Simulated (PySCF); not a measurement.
Computed with PySCF 2.14.0 with PBE-D3(BJ)/def2-TZVP // PBE0-D3(BJ)/def2-TZVP. All species are isolated molecules in the gas phase. Delta-SCF ions had no search for a lower state. Excitations are Tamm–Dancoff values on a coarser integration grid. The basis has no diffuse functions, so Rydberg states are missing or too high.

Reference species (SMILES): `[Cl][Ga]([Cl])[Cl]` (neutral, multiplicity 1).

```yaml
S1–T1 gap (TDA): 0.32 eV
S1 excitation (TDA): 5.28 eV
LUMO: -2.89 eV
vertical ionisation energy (Delta-SCF): 10.89 eV
```

Changed species: `[Cl][Ga]([Br])[Br]` (2 of 3 Cl replaced by Br; the reference has 0 of 3 Cl replaced by Br).

Question: Give the shifts of the S1–T1 gap (TDA), S1 excitation (TDA), LUMO and vertical ionisation energy (Delta-SCF).

Answer: the S1–T1 gap (TDA) is nearly the same; the S1 excitation (TDA) decreases by 0.61 eV, to 4.67 eV; the LUMO falls by 0.14 eV, to -3.03 eV; the vertical ionisation energy (Delta-SCF) decreases by 0.62 eV, to 10.27 eV.
